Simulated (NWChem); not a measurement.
Species: C2HClF4; SMILES FC(F)C(F)(F)Cl

```xyz
8

F      1.4697     1.1384     0.2505
C      0.3371     0.9863    -0.4427
F     -0.4492     2.0509    -0.2332
C     -0.4057    -0.2618     0.0557
F     -0.6964    -0.1403     1.3446
F     -1.5439    -0.3797    -0.6258
Cl     0.5851    -1.7032    -0.2029
H      0.5604     0.8931    -1.5192
```
Atoms are numbered in this order, from 1.

Results from NWChem. Pople sets run with spherical d functions. STO-3G and 3-21G are far too small for this property and stand as cheap habits. All runs use the structure optimised with PBE0/def2-SVP. Field at 589 nm.

```csv
level,isotropic polarisability (bohr³),anisotropy (bohr³)
B3LYP/STO-3G,17.3,11.6
B3LYP/6-31G*,(withheld),(withheld)
B3LYP/def2-SVP,31.1,11.8
```

**Question.** Fill in the missing entries.

**Answer.** 
- B3LYP/6-31G*, isotropic polarisability (bohr³): 32.8
- B3LYP/6-31G*, anisotropy (bohr³): 13.8
